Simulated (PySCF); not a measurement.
## J couplings in 1-fluorobicyclo[2.2.1]heptane

Geometry (Å), atoms numbered from 1 in this order:
```xyz
19

F     0.0102    0.8694   -2.3115
C     0.0238    0.3987   -1.0271
C    -1.2932    0.6477   -0.2900
C    -1.2111   -0.3561    0.8851
C     0.1452   -1.0509    0.6602
C     1.2702   -0.0459    0.9726
C     1.1852    0.9573   -0.2030
C     0.2068   -1.1124   -0.8687
H    -2.1307    0.4278   -0.9690
H    -1.3909    1.6959    0.0290
H    -2.0324   -1.0872    0.8405
H    -1.2655    0.1297    1.8709
H     0.2462   -2.0069    1.1921
H     1.1337    0.4303    1.9551
H     2.2470   -0.5522    0.9926
H     2.0960    0.9550   -0.8205
H     1.0005    1.9947    0.1124
H     1.1708   -1.4667   -1.2646
H    -0.6108   -1.6888   -1.3277
```

Indirect spin–spin couplings were computed at B3LYP/pcJ-1 (spin–dipole term only in couplings to heteroatoms) (PySCF 2.14) on a PBE0-D3(BJ)/def2-SVP structure, for the isolated molecule, without vibrational or relativistic corrections. Couplings are averaged over pairs made equivalent by symmetry, fast rotation or ring inversion, so a value needn't be that of the named pair in this geometry, while other rotamers aren't included; one pair stands for each set, and the list holds a selection of those of at least 1.5 Hz over up to four bonds. One-bond C–F couplings come out tens of Hz too large with common functionals.

Isotopes: ¹⁹F, ¹³C, ¹H.

```json
{"pair": "F1, C2", "bonds": "1", "J (Hz)": "-265.8"}
{"pair": "C2, C3", "bonds": "1", "J (Hz)": "38.8"}
{"pair": "C2, C8", "bonds": "1", "J (Hz)": "?"}
{"pair": "C3, C4", "bonds": "1", "J (Hz)": "33.2"}
{"pair": "C3, H9", "bonds": "1", "J (Hz)": "137.1"}
{"pair": "C3, H10", "bonds": "1", "J (Hz)": "139.7"}
{"pair": "C4, C5", "bonds": "1", "J (Hz)": "?"}
{"pair": "C4, H11", "bonds": "1", "J (Hz)": "136.7"}
{"pair": "C4, H12", "bonds": "1", "J (Hz)": "138.5"}
{"pair": "C5, C8", "bonds": "1", "J (Hz)": "32.3"}
{"pair": "C5, H13", "bonds": "1", "J (Hz)": "?"}
{"pair": "C8, H18", "bonds": "1", "J (Hz)": "?"}
{"pair": "C2, C4", "bonds": "2", "J (Hz)": "3.1"}
{"pair": "C5, H11", "bonds": "2", "J (Hz)": "-3.1"}
{"pair": "C2, H12", "bonds": "3", "J (Hz)": "2.9"}
{"pair": "C3, H18", "bonds": "3", "J (Hz)": "?"}
{"pair": "C3, H19", "bonds": "3", "J (Hz)": "2.8"}
{"pair": "C4, H14", "bonds": "3", "J (Hz)": "5.5"}
{"pair": "C4, H15", "bonds": "3", "J (Hz)": "?"}
{"pair": "C5, H9", "bonds": "3", "J (Hz)": "1.7"}
{"pair": "C8, H12", "bonds": "3", "J (Hz)": "6.9"}
{"pair": "H9, H11", "bonds": "3", "J (Hz)": "14.9"}
{"pair": "H10, H12", "bonds": "3", "J (Hz)": "10.8"}
{"pair": "H11, H13", "bonds": "3", "J (Hz)": "5.2"}
{"pair": "H9, H16", "bonds": "4", "J (Hz)": "?"}
{"pair": "H11, H15", "bonds": "4", "J (Hz)": "?"}
```

Estimate the withheld couplings, with signs.

## Answers


- ¹J(C2,C8) = 37.4 Hz (bond length 1.530 Å)
- ¹J(C4,C5) = 31.0 Hz (bond length 1.540 Å)
- ¹J(C5,H13) = 149.1 Hz (bond length 1.099 Å, sp3 carbon)
- ¹J(C8,H18) = 140.8 Hz (bond length 1.101 Å, sp3 carbon)
- ³J(C3,H18) = 7.6 Hz (dihedral angle 175°)
- ³J(C4,H15) = 10.0 Hz (dihedral angle 170°)
- ⁴J(H9,H16) = 4.1 Hz
- ⁴J(H11,H15) = 3.2 Hz
